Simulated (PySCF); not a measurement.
C6H4N2O.
Structure used (GFN2-xTB), in Å, numbered top down from 1:
```
atom  x, y, z in Å
C1    -2.2528   -0.4153    0.0959
C2    -0.7837   -0.7053   -0.0289
O3    -0.3224   -1.8074   -0.1988
C4     0.0812    0.4961    0.0730
C5     1.4213    0.4124   -0.0435
C6     2.2435    1.5655    0.0536
N7     2.8932    2.5043    0.1349
C8     2.1340   -0.7957   -0.2718
N9     2.8040   -1.7053   -0.4565
H10   -2.4538    0.0608    1.0542
H11   -2.8235   -1.3363    0.0185
H12   -2.5591    0.2711   -0.6919
H13   -0.3863    1.4556    0.2436
```

Theory: TDDFT B3LYP/def2-SVPD, vertical, gas phase, core orbitals frozen in the response (PySCF 2.14.0, density-fitted response routines).

Broadening: Gaussians 0.25 eV wide at half height, area fixed by f = 4.319×10⁻⁹ ∫ε dν̃. The width is an assumption, not a result. The curve ends short of the highest state used, and states not computed would add to its high-energy end.

```
E (eV)  ε (L mol⁻¹ cm⁻¹)
  2.40                 0
  2.53                 0
  2.66                 1
  2.79                 2
  2.93                 1
  3.06                 0
  3.19                 0
  3.32                 0
  3.46                 0
  3.59                 0
  3.72                 0
  3.85                 0
  3.98                 0
  4.12                 0
  4.25                 0
  4.38                75
  4.51              2492
  4.65             20424
  4.78             30395
  4.91             10148
  5.04               771
  5.18                46
  5.31               150
  5.44               980
```

(1) Where are the band maxima, and which computed states make them?

(2) On this curve, what absorbance would a 10⁻³ mol/L sample give at 254 nm over a 1 cm path?

(3) Coming from long wavelengths, where does ε first pass 100 L mol⁻¹ cm⁻¹?

(4) Does any computed singlet lie in the visible range?

Results:

(1) 261 nm (4.75 eV), ε about 32000, made up of S2 (100%) (ε in L mol⁻¹ cm⁻¹; maxima over ε = 5, shares over 10%). At its high-energy end, 5.44 eV, the curve is still rising (ε about 980, from S5). The states used: S1 2.77 eV (f 0.0000); S2 4.75 eV (f 0.293); S3 4.86 eV (f 0.0010); S4 5.35 eV (f 0.0012); S5 5.67 eV (f 0.083); S6 5.74 eV (f 0.0006); S7 5.99 eV (f 0.0009); S8 6.04 eV (f 0.0040).

(2) 254 nm is 4.881 eV, where ε is about 15000 L mol⁻¹ cm⁻¹, so A = ε c l ≈ 15 (Beer–Lambert, with the gas-phase spectrum and the assumed width).

(3) At about 282 nm (4.39 eV), 1.62 eV above S1.

(4) S1 lies in the visible range (380 to 750 nm), at 447 nm, dark in the vertical dipole picture (f under 0.0005); light of that wavelength is blue, and its complementary colour is yellow; a Tamm–Dancoff triplet lies at 516 nm, without intensity as long as spin–orbit coupling is left out.

One conformer stands for the species.
